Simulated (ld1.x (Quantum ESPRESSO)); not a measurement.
Ranking PAW potentials for B

All share these settings but for the change named:

ld1.x (Quantum ESPRESSO) 7.5 input, shortened:

```
&input
   title='B', zed=5., rel=1, dft='WC', iswitch=3,
   config='[He] 2s1.75 2p1.25'
 /
 &inputp
   pseudotype=3, lpaw=.true., tm=.true., lloc=-1, rcloc=0.50,
   nlcc=.false.,
   which_augfun='BESSEL', rmatch_augfun=0.40
 /
4
1S  1  0   2.00   0.00  0.50  0.60  0.0
2S  2  0   1.75   0.00  0.50  0.60  0.0
2P  2  1   1.25   0.00  2.00  2.75  0.0
2P  2  1   0.00   0.10  2.00  2.75  0.0
 &test
   configts(1)='1s2 2s1.75 2p1.25'
 /
```

Test errors are all-electron minus pseudo excitation energies from the reference, over 1s2 2s2 2p1; 1s2 2s2 2p0; 1s2 2s1 2p0; 1s2 2s1 2p2; 1s2 2s2 2p1.3; 1s2 2s2 2p0.5; 1s2 2s1 2p1. None of these files shows a bound ghost.

The base gives 232.8 meV.

Of 10 variants that were run, those that failed, showed a ghost or another fault, or gave nearly equal values are left out.

(1) Rank these variants by their largest absolute test error, smallest first.
A. waves 1s (bound): rcut 0.50, rcutus 0.66 bohr; 2s (bound): rcut 0.50, rcutus 0.66 bohr
B. waves 1s (bound): rcut 0.50, rcutus 0.72 bohr; 2s (bound): rcut 0.50, rcutus 0.72 bohr
C. waves 1s (bound): rcut 0.44, rcutus 0.46 bohr; 2s (bound): rcut 0.44, rcutus 0.46 bohr
D. waves 1s (bound): rcut 0.50, rcutus 0.62 bohr; 2s (bound): rcut 0.50, rcutus 0.62 bohr
E. waves 1s (bound): rcut 0.50, rcutus 0.84 bohr; 2s (bound): rcut 0.50, rcutus 0.84 bohr

## Answers

(1) E (31.8 meV), B (87.1 meV), A (137.8 meV), D (205.6 meV), C (812.2 meV).
